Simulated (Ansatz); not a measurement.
Ligand-field states of TiBr3 at its PBE-D4/def2-SVP geometry (relaxed as a doublet).

```xyz
4

Ti    0.001   -0.003    0.000
Br   -0.380   -0.207    2.302
Br   -1.718   -0.480   -1.518
Br    2.097    0.691   -0.784
```

CASSCF(1,5) on the Ti 3d shell in def2-SVP, averaged with equal weights over 5 doublets, then SC-NEVPT2; Ansatz, no spin–orbit coupling. The space holds no ligand orbitals and no second d shell, so covalent complexes are described poorly.

Estimate the states' energies above the lowest.


| state | CASSCF (eV) | NEVPT2 (eV) |
| --- | --- | --- |
| doublet 1 | 0.00 | 0.00 |
| doublet 2 | 0.30 | 0.38 |
| doublet 3 | 0.30 | 0.38 |
| doublet 4 | 1.48 | 1.60 |
| doublet 5 | 1.49 | 1.60 |
The lowest NEVPT2 state is a doublet. It took 14 s on 4 threads of Arm Neoverse V1 on a shared host, peak host memory 1.1 GiB.
